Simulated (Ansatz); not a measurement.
A run for Ansatz (an electronic-structure program): R-PBE/def2-TZVPP on CH6BP (SMILES CBP), a point of a torsion scan.

Ansatz 0.2 input:
```yaml
crystal:
  periodic: [false, false, false]
  atoms:
    - {symbol: C, position_ang: [-1.14412293, 0.05420959, -0.29638651]}
    - {symbol: B, position_ang: [0.00019655, -0.26982217, 0.72645851]}
    - {symbol: P, position_ang: [1.79945662, 0.05668142, 0.24903099]}
    - {symbol: H, position_ang: [-2.03760070, -0.55254039, -0.16263090]}
    - {symbol: H, position_ang: [-1.44697473, 1.08560968, -0.10282080]}
    - {symbol: H, position_ang: [-0.85065784, 0.00736100, -1.34370955]}
    - {symbol: H, position_ang: [-0.27281443, -0.47754548, 1.84819853]}
    - {symbol: H, position_ang: [2.42771029, -0.37309221, 1.40532666]}
    - {symbol: H, position_ang: [2.03627381, -1.09442688, -0.47421423]}
basis:
  gaussian:
    orbitals: def2-TZVPP
hamiltonian:
  xc: {name: PBE}
scf: {lower_state_search: off}
```

Program output:

```
WARN ansatz: RAYON_NUM_THREADS=1 ignored (pool sized by the plan → 1); use --threads N
Functional definition: PBE
these checks for a lower state are left out or cut short: stability, starts, cluster_reference, orbital_swaps, neighbouring_geometries, increment
integrals: 0.08 GiB planned
990 factors; their error is unknown
mean field: 0.67 GiB planned
mean field evaluation 1: about -11083.1451 eV, gradient 6.3e1 eV
mean field evaluation 2: about -11066.4769 eV, gradient 9.3e1 eV
mean field evaluation 4: about -11092.8714 eV, gradient 9.6e0 eV
mean field evaluation 8: about -11093.1193 eV, gradient 4.3e-1 eV
mean field evaluation 16: about -11093.1196 eV, gradient 2.1e-5 eV
mean field -11093.11957600 eV, -407.6646252316 hartree, gradient 1.9e-6 eV, S^2 0.000000; 0 other end points of the search recorded, 0 dependent functions left out
reference -11093.11961789 eV, -407.6646267708 hartree; 16, 16 occupied and 172, 172 virtual orbitals, 990 factors
Total energy: -11093.11961789 eV, -407.6646267708 hartree
Checks for a lower state left out: stability, starts, cluster_reference, orbital_swaps, neighbouring_geometries, increment
```

The run converged.

Cost: around 2.7 core-seconds (rough).
